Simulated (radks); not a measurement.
The numbers below are computed, except where a source is named.
Charge is removed step by step from the 2p down level of the hafnium ion Hf39+, starting from [He] 2s2 2p(up 3, down 3) 3s2 3p6 3d10 4s2 4p3. Level of theory: scalar-relativistic Kohn-Sham, PBEsol, spin-polarised, spherical densities, finite nucleus; open shells are filled with parallel spins first (spin-orbit coupling, left out, can overturn this in heavy ions); Fermi nuclear charge, rms radius 5.347 fm (a radial shooting solver on a logarithmic mesh with Libxc functionals).

| removed (e) | E - E(0) (eV) | eigenvalue (eV) | E minus straight line (eV) |
|---|---|---|---|
| 0 | 0.000 | -11560.1 | 0.000 |
| 0.1 | 1155.8 | -11587.6 | -12.388 |
| 0.2 | 2314.4 | -11615.2 | -22.024 |
| 0.3 | 3475.7 | -11642.7 | -28.908 |
| 0.4 | 4639.7 | -11670.2 | -33.039 |
| 0.5 | 5806.5 | -11697.7 | -34.417 |
| 0.6 | 6976.1 | -11725.3 | -33.041 |
| 0.7 | 8148.4 | -11752.8 | -28.911 |
| 0.8 | 9323.5 | -11780.3 | -22.028 |
| 0.9 | 10501.3 | -11807.9 | -12.391 |
| 1 | 11681.9 | -11835.4 | 0.000 |

Removing the whole electron costs 11681.9 eV by Delta-SCF, against 11560.1 eV from minus the eigenvalue at the starting occupation. Slater's transition state (half an electron removed) gives 11697.7 eV. Integrating minus the eigenvalue over the occupation (Janak's theorem) gives 11697.8 eV. In this scalar-relativistic scheme the density is built from large components alone, so the theorem holds only approximately. The mean slope of the eigenvalue, de/dn, is 275 eV per electron.
